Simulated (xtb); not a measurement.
BH₂O₃, SMILES [O]B(O)O (connectivity only; charge and spin as stated), charge -1, multiplicity 1. All values are semi-empirical tight-binding results from xtb (GFN2-xTB unless named), good for trends rather than for accurate numbers. Coordinates come from a GFN2-xTB optimisation. The spin state was assumed, not searched. The isomer is the one that the SMILES or the coordinates give; other isomers of the formula were not compared. One conformer was computed; it need not be the lowest.

Optimised geometry:

Bond lengths (Å): O1–B2 1.258, B2–O3 1.478, B2–O4 1.478, O3–H5 0.958, O4–H6 0.958. Bond angles (°): O1–B2–O3 124.7, O1–B2–O4 124.7, O3–B2–O4 110.6, B2–O3–H5 110.3, B2–O4–H6 110.3.
Charge -1, spin multiplicity 1.

```yaml
point_group_as_xtb_finds_it: C2
orbital_gap: 7.72 eV
zero_point_energy: 20.1 kcal/mol
G − E(el) at 298.15 K (modified RRHO): 3.3 kcal/mol
static polarisability (D4 model): 32.8 bohr³
solvation energy, GFN2-xTB/ALPB(water): -71.3 kcal/mol
solvation energy, GFN2-xTB/ALPB(ether): -53.3 kcal/mol
```

Computed IR lines (harmonic; lines under 4 % of the strongest left out, lines within 3 cm⁻¹ merged):
ν (cm⁻¹): 296 (m), 584 (m), 671 (w), 736 (m), 939 (s), 1624 (vs), 3610 (w) (against the strongest line: vs over 80 %, s over 45 %, m over 15 %, w over 4 %, vw less)

Question: Give the atomic charges and the Wiberg bond orders between heavy atoms. (An estimate is asked for; the answer gives what the named calculation found.)

Answer: charges (e) O1 -0.72, B2 0.54, O3 -0.63, O4 -0.63, H5 0.22, H6 0.22. Bond orders O1–B2 1.68, B2–O3 0.84, B2–O4 0.84.
